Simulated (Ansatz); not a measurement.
A structure relaxed at PBE-D4/def2-TZVP in Ansatz, charge 0, singlet:

```
atom   x (Å)   y (Å)   z (Å)
 Cu1   0.733   0.491  -1.125
  P2  -0.364  -0.244   0.560
  H3  -1.529   0.447   0.993
  H4   0.278  -0.348   1.824
  H5  -0.920  -1.551   0.519
 Cl6   1.801   1.205  -2.771
```

Question: Give its formula, name or SMILES and point group.

Answer: Cu(PH3)Cl (CuPH3Cl). Point group C3v (tolerance 0.1 Å).

Question: Summarise the bond lengths by kind (pairs closer than 1.2 times the sum of covalent radii, bridged metal pairs left out).

Answer: 1 × Cu–P 2.14 Å; 1 × Cl–Cu 2.09 Å; 3 × H–P 1.42 Å. The metal has 2 neighbours: P 2.14 Å, Cl 2.09 Å.
